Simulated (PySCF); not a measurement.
Point-charge models of `CCC[SiH2]CN(C)[SiH3]` against its computed dipole.

Coordinates (GFN2-xTB, Å) and charges (e) from the PBE0/pcSseg-1 density (PySCF):

```json
{"atom": "C1", "x": "3.742", "y": "-0.703", "z": "0.017", "Mulliken": "-0.2909", "IAO": "-0.4158", "Hirshfeld": "-0.1174", "ESP-fitted": "-0.2908"}
{"atom": "C2", "x": "3.131", "y": "0.623", "z": "-0.410", "Mulliken": "-0.2622", "IAO": "-0.2373", "Hirshfeld": "-0.0655", "ESP-fitted": "+0.2525"}
{"atom": "C3", "x": "1.836", "y": "0.943", "z": "0.333", "Mulliken": "-0.5454", "IAO": "-0.5305", "Hirshfeld": "-0.1562", "ESP-fitted": "-0.3681"}
{"atom": "Si4", "x": "0.437", "y": "-0.321", "z": "0.057", "Mulliken": "+0.6308", "IAO": "+0.7283", "Hirshfeld": "+0.3323", "ESP-fitted": "+0.5970"}
{"atom": "C5", "x": "-1.207", "y": "0.524", "z": "0.555", "Mulliken": "-0.2845", "IAO": "-0.4111", "Hirshfeld": "-0.1100", "ESP-fitted": "-0.5749"}
{"atom": "N6", "x": "-2.379", "y": "-0.097", "z": "-0.028", "Mulliken": "-0.7828", "IAO": "-0.5057", "Hirshfeld": "-0.1752", "ESP-fitted": "-0.1478"}
{"atom": "C7", "x": "-2.617", "y": "-1.424", "z": "0.467", "Mulliken": "-0.0615", "IAO": "-0.2926", "Hirshfeld": "-0.0684", "ESP-fitted": "-0.3426"}
{"atom": "Si8", "x": "-3.624", "y": "0.831", "z": "-0.758", "Mulliken": "+0.6327", "IAO": "+0.7448", "Hirshfeld": "+0.3388", "ESP-fitted": "+0.4586"}
{"atom": "H9", "x": "3.900", "y": "-0.721", "z": "1.093", "Mulliken": "+0.1083", "IAO": "+0.1355", "Hirshfeld": "+0.0386", "ESP-fitted": "+0.0708"}
{"atom": "H10", "x": "4.702", "y": "-0.855", "z": "-0.472", "Mulliken": "+0.1175", "IAO": "+0.1419", "Hirshfeld": "+0.0416", "ESP-fitted": "+0.0681"}
{"atom": "H11", "x": "3.085", "y": "-1.527", "z": "-0.247", "Mulliken": "+0.1233", "IAO": "+0.1344", "Hirshfeld": "+0.0366", "ESP-fitted": "+0.0546"}
{"atom": "H12", "x": "2.933", "y": "0.597", "z": "-1.483", "Mulliken": "+0.1199", "IAO": "+0.1295", "Hirshfeld": "+0.0347", "ESP-fitted": "-0.0370"}
{"atom": "H13", "x": "3.856", "y": "1.422", "z": "-0.229", "Mulliken": "+0.1168", "IAO": "+0.1309", "Hirshfeld": "+0.0356", "ESP-fitted": "-0.0312"}
{"atom": "H14", "x": "2.056", "y": "1.019", "z": "1.400", "Mulliken": "+0.1360", "IAO": "+0.1401", "Hirshfeld": "+0.0364", "ESP-fitted": "+0.0878"}
{"atom": "H15", "x": "1.497", "y": "1.933", "z": "0.019", "Mulliken": "+0.1381", "IAO": "+0.1417", "Hirshfeld": "+0.0379", "ESP-fitted": "+0.0694"}
{"atom": "H16", "x": "0.368", "y": "-0.723", "z": "-1.354", "Mulliken": "-0.0637", "IAO": "-0.1230", "Hirshfeld": "-0.0795", "ESP-fitted": "-0.1315"}
{"atom": "H17", "x": "0.673", "y": "-1.514", "z": "0.888", "Mulliken": "-0.0729", "IAO": "-0.1314", "Hirshfeld": "-0.0848", "ESP-fitted": "-0.1392"}
{"atom": "H18", "x": "-1.304", "y": "0.543", "z": "1.651", "Mulliken": "+0.1266", "IAO": "+0.1219", "Hirshfeld": "+0.0290", "ESP-fitted": "+0.1700"}
{"atom": "H19", "x": "-1.188", "y": "1.566", "z": "0.233", "Mulliken": "+0.1297", "IAO": "+0.1422", "Hirshfeld": "+0.0399", "ESP-fitted": "+0.2029"}
{"atom": "H20", "x": "-2.755", "y": "-1.432", "z": "1.556", "Mulliken": "+0.0965", "IAO": "+0.1174", "Hirshfeld": "+0.0319", "ESP-fitted": "+0.1328"}
{"atom": "H21", "x": "-3.512", "y": "-1.835", "z": "0.005", "Mulliken": "+0.1159", "IAO": "+0.1446", "Hirshfeld": "+0.0462", "ESP-fitted": "+0.1394"}
{"atom": "H22", "x": "-1.769", "y": "-2.073", "z": "0.231", "Mulliken": "+0.1215", "IAO": "+0.1305", "Hirshfeld": "+0.0360", "ESP-fitted": "+0.1100"}
{"atom": "H23", "x": "-4.576", "y": "1.473", "z": "0.170", "Mulliken": "-0.1200", "IAO": "-0.1671", "Hirshfeld": "-0.0964", "ESP-fitted": "-0.1263"}
{"atom": "H24", "x": "-2.943", "y": "1.880", "z": "-1.517", "Mulliken": "-0.1155", "IAO": "-0.1354", "Hirshfeld": "-0.0810", "ESP-fitted": "-0.1112"}
{"atom": "H25", "x": "-4.355", "y": "-0.105", "z": "-1.611", "Mulliken": "-0.1142", "IAO": "-0.1337", "Hirshfeld": "-0.0805", "ESP-fitted": "-0.1132"}
```

Q: Form Σ q r in debye for every column and set it beside the full dipole.

A: The full density gives (0.64, 0.14, 0.66) D, 0.93 D in size; dipole vectors point from the negative to the positive end.

```tsv
scheme	μx	μy	μz	size (D)	share of the full size (%)	angle to the full dipole (°)
Mulliken	0.91	-2.00	0.54	2.26	243	72
IAO	0.14	-0.38	-0.22	0.46	49	105
Hirshfeld	0.43	-0.18	0.17	0.50	54	38
ESP-fitted	0.63	0.14	0.69	0.94	101	2
```

Q: Which set comes closest?

A: Length of the difference vector: ESP-fitted 0.03 D, Hirshfeld 0.62 D, IAO 1.14 D, Mulliken 2.16 D. Closest: ESP-fitted. 

Q: What is left for the Hirshfeld atoms' own dipoles?

A: The Hirshfeld atoms' densities add up to the full density, so μ = Σ q r + Σ (atomic dipoles). The atomic dipoles sum to (0.64, 0.14, 0.66) − (0.43, -0.18, 0.17) = (0.21, 0.32, 0.49) D, 0.62 D in size.

Q: With the origin at the mean of the coordinates, (0.000, 0.001, 0.023) Å, which are the largest single terms, by size, of the IAO dipole along the direction of the full one?

A: Si8 -10.47, C1 -4.94, C3 -4.16, N6 +4.11, H25 +2.68 D; all 25 atoms together -0.12 D. The single terms depend on the origin, their sum doesn't.

Q: Give the size of the full dipole in other units.

A: 0.93 D = 0.366 au = 0.194 e·Å = 3.10 × 10⁻³⁰ C·m.

The structure is a single GFN2-xTB conformer in the gas phase; no vibrational or solvent corrections.

Shape of the structure used: `[CH3:1][CH2:2][CH2:3][SiH2:4][CH2:5][N:6]([CH3:7])[SiH3:8]`: C1–C2–C3–Si4 -61°, C2–C3–Si4–C5 -161°, C3–Si4–C5–N6 159°, Si4–C5–N6–C7 67°.
